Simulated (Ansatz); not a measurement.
Two structures of Si$_{2}$H$_{8}$Se, singlet, reached by relaxing down either side of one saddle point (PBE0-D4/def2-TZVP). Energies are electronic, without zero-point energy. Ansatz 0.2.0; basis: def2-TZVPP and def2-QZVPP; cores frozen in the correlated methods. Filled d shells of the heavier atoms are correlated. The def2 sets are not built for correlating such inner shells, so the correlated values are less sure here. Extrapolation: Hartree–Fock as exp(−7.88 √X), correlation as X^−2.97. First:

```tsv
atom	x (Å)	y (Å)	z (Å)
Si1	-1.4967	-0.4273	-0.1463
Si2	0.4903	-1.3818	0.6355
H3	-2.5529	-1.4785	-0.1447
H4	-1.9411	0.6871	0.7296
H5	-1.3388	0.0692	-1.5386
H6	1.8919	2.5121	0.3021
Se7	0.7648	2.7984	-0.5917
H8	1.6080	-0.4018	0.6596
H9	0.2925	-1.9040	2.0153
H10	0.8828	-2.5189	-0.2415
H11	1.3992	2.0457	-1.6792
```

Second:

Si1  (-1.676, 0.904, -0.575)
Si2  (1.385, -1.310, 0.870)
H3  (-1.362, 0.249, 0.720)
H4  (-2.928, 1.689, -0.447)
H5  (-1.832, -0.140, -1.618)
H6  (1.522, 0.032, 1.489)
Se7  (-0.089, 2.432, -1.150)
H8  (2.684, -2.027, 0.935)
H9  (0.345, -2.092, 1.583)
H10  (0.989, -1.151, -0.555)
H11  (0.964, 1.414, -1.253)
(Å)

Problem. Which bonds change from the first to the second?

Solution. Si₂H₆ ([SiH3][SiH3]) + H₂Se → SiH₄Se ([SiH3][SeH]) + SiH₄; bonds formed: Si1–Se7, Si2–H6; bonds broken: Si1–Si2, H6–Se7.

Problem. Give the saddle point's structure and its height above each. (An estimate is asked for; the value comes from the calculation.)

Solution. Computed: 201.3 kJ/mol above the first and 259.6 kJ/mol above the second (CCSD(T) at an estimated basis limit (MP2 extrapolated from triple and quadruple zeta, plus CCSD(T) − MP2 in triple zeta)).
```xyz
11
angstrom
Si -1.1317 0.2630 -0.2772
Si 0.8019 -1.1203 0.6962
H -1.5885 -1.1647 -0.0271
H -1.9236 1.0442 0.6949
H -1.3061 0.3947 -1.7384
H 0.4876 0.5588 0.1518
Se 0.4849 2.4454 -0.4050
H 2.1927 -0.7053 1.0183
H 0.0861 -1.5549 1.9182
H 0.8013 -2.1481 -0.3710
H 1.0952 1.9872 -1.6605
```

T1 diagnostic: at most 0.014.

Labels in which every atom is bracketed show which atoms are joined, not bond orders.

For scale, one of the runs: CCSD(T)/def2-TZVPP, 244 basis functions, launched by `ansatz run in.yaml --threads 4 --pin off --events-out ev --progress --plain --max-ram 9574MiB`. The run took 2.5 min on 4 CPU threads of an Arm Neoverse V1 (shared host), with 4.4 GiB of host memory at its peak.
